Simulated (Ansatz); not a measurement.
Geometry optimisation, RKS PBE0-D4/def2-SVP (Ansatz).

input.yaml

```yaml
crystal:
  periodic: [false, false, false]
  atoms:
    - { symbol: Ge, position_ang: [0.0, 0.0, 0.0] }
    - { symbol: Ge, position_ang: [0.0, 0.0, 2.4] }
    - { symbol: H, position_ang: [-1.3958, -0.4318, 2.9174] }
    - { symbol: H, position_ang: [1.0719, -0.9929, 2.9174] }
    - { symbol: H, position_ang: [0.324, 1.4247, 2.9174] }
    - { symbol: H, position_ang: [1.4616, 0.0, -0.5162] }
    - { symbol: O, position_ang: [-0.8337, 1.4443, -0.5894] }
    - { symbol: H, position_ang: [-1.7915, 1.2136, -0.8118] }
    - { symbol: F, position_ang: [-0.7913, -1.3709, -0.5594] }
basis:
  gaussian: { orbitals: def2-SVP }
hamiltonian:
  xc: pbe0
  dispersion: d4
relax:
  f_tol: 0.02
  max_steps: 40
output:
  orbitals: {}
```

Launched with:

```bash
$ ansatz run input.yaml --threads 2 --pin off --max-ram 3072MiB --backend cpu --events-out ev --progress --plain --runs-dir out
```

**Question.** Where does it end, and by what steps?

**Answer.** The run converged. The force dipped under the threshold on the way, but the program's further checks kept it going. After 11 steps the energy has fallen by 0.216 eV; H8 moved furthest, 0.38 Å.

| step | energy less start (eV) | largest force component (eV/Å) | accepted |
| --- | --- | --- | --- |
| 0 | 0.0000 | 2.101 | yes |
| 1 | -0.1331 | 0.906 | yes |
| 2 | -0.1799 | 0.396 | yes |
| 3 | -0.1921 | 0.202 | yes |
| 4 | -0.2014 | 0.196 | yes |
| 5 | -0.2053 | 0.616 | yes |
| 6 | -0.1074 | 2.232 | no |
| 7 | -0.2128 | 0.098 | yes |
| 8 | -0.2147 | 0.098 | yes |
| 9 | -0.2160 | 0.010 | yes |
| 10 | -0.2162 | 0.020 | yes |
| 11 | -0.2163 | 0.016 | yes |

```xyz
9
Properties=species:S:1:pos:R:3
Ge 0.100 0.031 -0.025
Ge -0.024 0.019 2.395
H -1.497 -0.132 2.813
H 0.794 -1.152 2.962
H 0.524 1.346 2.949
H 1.463 0.226 -0.702
O -0.948 1.255 -0.755
H -1.856 1.223 -0.433
F -0.512 -1.530 -0.528
```

Whether the end is a true minimum wasn't checked by a vibrational analysis.

Run time: 40 s on 2 threads of Arm Neoverse V2, with other jobs on the host, peak memory 0.31 GiB.
